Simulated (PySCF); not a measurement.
Nuclear quadrupole coupling in `C#CCP(CC)CC(C)=O`

Species: C8H13OP.
Numbering: `[CH:1]#[C:2][CH2:3][P:4]([CH2:5][CH3:6])[CH2:7][C:8]([CH3:9])=[O:10]` (hydrogens: H11 on C1; H12, H13 on C3; H14, H15 on C5; H16, H17, H18 on C6; H19, H20 on C7; H21, H22, H23 on C9)

Geometry (GFN2-xTB, Å), atoms numbered from 1 in this order:
```
atom  x, y, z in Å
C1    -2.816    2.654   -0.511
C2    -1.802    2.213   -0.052
C3    -0.593    1.653    0.499
P4    -0.183    0.027   -0.329
C5    -1.594   -0.960    0.381
C6    -1.541   -2.425   -0.033
C7     1.160   -0.509    0.877
C8     2.334    0.411    0.716
C9     3.134    0.180   -0.538
O10    2.583    1.286    1.509
H11   -3.698    3.062   -0.905
H12   -0.704    1.501    1.578
H13    0.243    2.338    0.327
H14   -1.606   -0.866    1.471
H15   -2.507   -0.498   -0.009
H16   -0.657   -2.914    0.372
H17   -1.514   -2.513   -1.117
H18   -2.419   -2.954    0.333
H19    0.778   -0.472    1.900
H20    1.432   -1.531    0.609
H21    3.898    0.945   -0.649
H22    2.462    0.196   -1.396
H23    3.606   -0.799   -0.496
```

Field gradients from the PBE0/pcSseg-1 density (PySCF, non-relativistic), principal values in atomic units, ordered |Vxx| ≤ |Vyy| ≤ |Vzz|:

```json
{"atom": "O10", "Vxx": "0.5415", "Vyy": "1.4796", "Vzz": "-2.0211"}
```

Question: Find the asymmetry η = (Vxx − Vyy)/Vzz and the couplings χ = eQV/h (234.96 MHz × Q in barn × V in au), with Q(17O) = −0.0256 b.

Answer: 
```
atom    environment  nucleus     η  χzz (MHz)  χxx (MHz)  χyy (MHz)
 O10  ketone oxygen      17O  0.46      12.16      -3.26      -8.90
```

The tensor is traceless: Vxx + Vyy + Vzz = 0.

Question: What is Vzz at O10 in SI units (1 au = 9.71736 × 10²¹ V/m²)?

Answer: -2.0211 au = -19.640 × 10²¹ V/m².

Question: And the gradient at the other heavy atoms, for which no coupling is worked out here?

Answer: 
```
atom                       environment  Vzz (au)     η
  C1            terminal alkyne carbon    -0.264  0.04
  C2                     alkyne carbon    -0.287  0.03
  C3    sp3 carbon bound to phosphorus     0.105  1.00
  P4              phosphine phosphorus    -1.445  0.23
  C5    sp3 carbon bound to phosphorus     0.089  0.80
  C6                     methyl carbon     0.078  0.22
  C7    sp3 carbon bound to phosphorus     0.068  0.82
  C8            ketone carbonyl carbon     0.551  0.06
  C9  methyl carbon next to a carbonyl    -0.061  0.75
```

Question: What couplings would deuterons (Q(2H) = 0.00286 b) have in place of the hydrogens, at this geometry?

Answer: 
```json
{"atom": "H11", "bonded to": "C1", "bond length (Å)": "1.049", "Vzz (au)": "0.3979", "η": "0.00", "χzz (kHz)": "267"}
{"atom": "H12", "bonded to": "C3", "bond length (Å)": "1.095", "Vzz (au)": "0.2978", "η": "0.03", "χzz (kHz)": "200"}
{"atom": "H13", "bonded to": "C3", "bond length (Å)": "1.095", "Vzz (au)": "0.2974", "η": "0.03", "χzz (kHz)": "200"}
{"atom": "H14", "bonded to": "C5", "bond length (Å)": "1.095", "Vzz (au)": "0.3014", "η": "0.02", "χzz (kHz)": "203"}
{"atom": "H15", "bonded to": "C5", "bond length (Å)": "1.094", "Vzz (au)": "0.2977", "η": "0.02", "χzz (kHz)": "200"}
{"atom": "H16", "bonded to": "C6", "bond length (Å)": "1.088", "Vzz (au)": "0.3136", "η": "0.03", "χzz (kHz)": "211"}
{"atom": "H17", "bonded to": "C6", "bond length (Å)": "1.088", "Vzz (au)": "0.3116", "η": "0.02", "χzz (kHz)": "209"}
{"atom": "H18", "bonded to": "C6", "bond length (Å)": "1.089", "Vzz (au)": "0.3136", "η": "0.02", "χzz (kHz)": "211"}
{"atom": "H19", "bonded to": "C7", "bond length (Å)": "1.093", "Vzz (au)": "0.3030", "η": "0.01", "χzz (kHz)": "204"}
{"atom": "H20", "bonded to": "C7", "bond length (Å)": "1.091", "Vzz (au)": "0.3089", "η": "0.03", "χzz (kHz)": "208"}
{"atom": "H21", "bonded to": "C9", "bond length (Å)": "1.086", "Vzz (au)": "0.3142", "η": "0.01", "χzz (kHz)": "211"}
{"atom": "H22", "bonded to": "C9", "bond length (Å)": "1.090", "Vzz (au)": "0.3041", "η": "0.04", "χzz (kHz)": "204"}
{"atom": "H23", "bonded to": "C9", "bond length (Å)": "1.088", "Vzz (au)": "0.3145", "η": "0.03", "χzz (kHz)": "211"}
```

One conformer (not necessarily the lowest) at the GFN2-xTB geometry, without solvent, vibrations or thermal averaging. GFN2-xTB bond lengths can be off by several hundredths of an ångström, more for odd bonds, and the gradients follow them. The basis is small and wasn't made for field gradients, so the couplings can be 20 % off.

These values come from a run that also computed NMR shieldings. The run took about 2.6 min of CPU time (one thread, shared machine).
